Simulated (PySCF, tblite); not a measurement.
Species: C6H8F2O.
SMILES with atom numbers: `[CH2:1]=[CH:2][CH2:3][C@@:4]([CH3:5])([F:6])[C:7](=[O:8])[F:9]` (hydrogens: H10, H11 on C1; H12 on C2; H13, H14 on C3; H15, H16, H17 on C5)

Cartesian coordinates in Å at the GFN2-xTB level; atoms count from 1:
```xyz
17
C6H8F2O angstrom
C      2.7196   -0.3817    0.4178
C      1.5145    0.0008    0.7919
C      0.5130    0.6276   -0.1312
C     -0.7303   -0.2636   -0.3058
C     -1.7660    0.3607   -1.2418
F     -0.3366   -1.4764   -0.8420
C     -1.3664   -0.5582    1.0342
O     -1.5791   -1.5773    1.5771
F     -1.7384    0.6183    1.6297
H      3.0642   -0.2583   -0.5958
H      3.4115   -0.8328    1.1071
H      1.1833   -0.1401    1.8128
H      0.9576    0.7841   -1.1154
H      0.1831    1.5892    0.2683
H     -1.3050    0.5489   -2.2085
H     -2.1324    1.2957   -0.8282
H     -2.5995   -0.3247   -1.3802
```

Level of theory: PBE0/pcSseg-1 in PySCF (dipole) on a GFN2-xTB geometry, gas phase.

Masses are those of the commonest isotopes; rigid-rotor values at the optimised geometry. The values belong to one conformer with, in the numbering `[CH2:1]=[CH:2][CH2:3][C@@:4]([CH3:5])([F:6])[C:7](=[O:8])[F:9]`, C1–C2–C3–C4 116°, C2–C3–C4–C5 180°, C3–C4–C7–O8 -121°.

What are A, B and C (cm⁻¹)?

Ia = 236.90, Ib = 399.20, Ic = 447.53 u·Å²; 505379 MHz·u·Å²/I gives 2133, 1266 and 1129 MHz, that is A = 0.07116, B = 0.04223, C = 0.03767 cm⁻¹.

What kind of rotor is it?

An asymmetric top: κ = (2 × 1266 − 2133 − 1129)/(2133 − 1129) = -0.73.

What does the inertial defect say?

Not planar: Δ = Ic − Ia − Ib = -188.57 u·Å². For a rigid frame Δ = −2 Σ m c², so Σ m c² = 94.29 u·Å² lies off the ab plane: 8.37 from hydrogen and 85.91 from heavier atoms. The atom farthest from that plane is 1.89 Å away.

Which types of transition are allowed, and where do some lines up to J = 2 fall?

The dipole components are |μa| = 0.99 D, |μb| = 1.81 D, |μc| = 2.52 D. Intensities carry the squares of the components, which stand as 0.16 : 0.52 : 1.00 (a : b : c). Some lines, for components of 0.1 D or more:

| type | branch | J(Ka,Kc) | MHz | lower level (cm⁻¹) |
| --- | --- | --- | --- | --- |
| a | Q | 2(1,1) ← 2(1,2) | 410 | 0.264 |
| c | Q | 1(1,1) ← 1(0,1) | 867 | 0.080 |
| b | Q | 1(1,0) ← 1(0,1) | 1004 | 0.080 |
| c | Q | 2(2,1) ← 2(1,1) | 2602 | 0.278 |
| b | Q | 2(2,0) ← 2(1,1) | 2617 | 0.278 |
| b | Q | 2(2,1) ← 2(1,2) | 3012 | 0.264 |
| b | R | 2(0,2) ← 1(1,1) | 3908 | 0.109 |
| a | R | 2(1,2) ← 1(1,1) | 4654 | 0.109 |
| a | R | 2(0,2) ← 1(0,1) | 4776 | 0.080 |
| a | R | 2(1,1) ← 1(1,0) | 4927 | 0.113 |
| b | R | 2(1,2) ← 1(0,1) | 5521 | 0.080 |
| c | R | 2(1,1) ← 1(0,1) | 5931 | 0.080 |
| b | R | 2(2,1) ← 1(1,0) | 7529 | 0.113 |
| c | R | 2(2,0) ← 1(1,0) | 7544 | 0.113 |
| b | R | 2(2,0) ← 1(1,1) | 7681 | 0.109 |

Estimate the classical rotational partition function at 25 K, 50 K and 100 K.

Point group C1, symmetry number σ = 1; q = (√π/σ)·√((kT/h)³/(ABC)), k/h = 20836.6 MHz/K: 12100 at 25 K, 34100 at 50 K, 96500 at 100 K.

Its GFN2-xTB frequencies are all real (lowest 47 cm⁻¹). Zero-point vibration and centrifugal distortion are left out. A rigid rotor knows nothing of internal rotation, which can split or shift real lines.
